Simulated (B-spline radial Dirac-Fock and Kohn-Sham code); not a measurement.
# Dipole and non-dipole photoemission parameters of O⁺ 2p3/2

System: the O⁺ ion, configuration [He] 2s2 2p3; threshold 29.97 eV (orbital energy of the model). Method: Dirac-Hartree-Slater photoionisation with a Latter tail; cross sections with all multipoles, angular parameters from the dipole term and its interference with E2. Computed with a radial finite-basis atomic code.

Input file task.json (cfg lists n, l and occupation; rrms is the nuclear radius in fm):

```json
{"items": [{
  "Z": 8,
  "q": 1,
  "cfg": [[1, 0, 2], [2, 0, 2], [2, 1, 3]],
  "A": 16,
  "rrms": 2.6991,
  "do": "xps",
  "hv": [59.8, 78.3, 80, 117.0, 128.0, 132.0, 181.0, 200, 269.0, 300, 312.0, 346.0, 400, 472.0, 599.0, 609.0, 755.0, 763.0, 800, 835.0, 1430.0, 1486.9, 1550.0, 1830.0, 3140.0, 4000, 8047.8, 11500.0, 11600.0, 12200.0]
}]}
```

Command: `python xray2_run.py task.json out`

For linearly polarised light dσ/dΩ = σ/(4π) [1 + β P₂(cos θ) + (δ + γ cos²θ) sin θ cos φ], with θ from the polarisation vector and φ the angle between the beam and the projection of the electron momentum on the plane normal to the polarisation.

```tsv
hν (eV)	σ (kb)	β	γ	δ
59.8	2240	1.425	0.038	0.008
78.3	1290	1.489	0.061	0.008
80	1230	1.491	0.064	0.008
117	477	1.499	0.110	0.010
128	374	1.490	0.124	0.010
132	344	1.487	0.128	0.011
181	142	1.424	0.180	0.014
200	107	1.395	0.196	0.015
269	44.2	1.286	0.243	0.020
300	31.6	1.238	0.258	0.022
312	28.0	1.220	0.264	0.023
346	20.2	1.172	0.278	0.026
400	12.8	1.103	0.296	0.030
472	7.54	1.023	0.316	0.036
599	?	?	?	?
609	3.31	0.899	0.347	0.046
755	1.62	0.795	0.377	0.056
763	1.56	0.790	0.378	0.057
800	1.33	0.768	0.385	0.060
835	1.15	0.748	0.391	0.062
1430	0.175	0.524	0.457	0.100
1486.9	0.152	0.511	0.462	0.104
1550	0.131	0.496	0.468	0.107
1830	0.0715	0.442	0.493	0.122
3140	0.00943	0.284	0.600	0.180
4000	0.00366	0.214	0.641	0.213
8047.8	0.000226	0.086	0.760	0.328
11500	5.33e-05	0.041	0.869	0.402
11600	5.14e-05	0.040	0.871	0.404
12200	4.19e-05	0.032	0.886	0.416
```

Problem. Give the values at 599 eV.

Solution. σ = 3.49 kb, β = 0.907, γ = 0.345, δ = 0.045.
